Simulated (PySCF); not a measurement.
BClH, charge +1, multiplicity 1. Atoms are numbered in the order given.

```xyz
3

B      0.0000     0.0000     1.1277
Cl     0.0000     0.0000    -0.4670
H      0.0000     0.0000     2.3003
```
Charge +1, spin multiplicity 1.

Coordinates come from a TPSSh-D3(BJ)/def2-TZVPD optimisation. The spin state was assumed, not searched. The isomer is the one that the SMILES or the coordinates give; other isomers of the formula were not compared.

All values below come from M06-2X/def2-TZVPD (PySCF).

Isolated molecule, no solvent.

Computed frontier levels, gap, dipole moment and polarisability:
```yaml
highest_occupied_level: -19.86 eV
lowest_empty_level: -8.19 eV
orbital_gap: 11.67 eV
dipole_moment_about_the_centre_of_nuclear_charge: 3.17 D
mean_static_polarisability: 20.7 bohr³ (3.07 Å³)
polarisability_principal_values: 16.9, 16.9, 28.2 bohr³
```
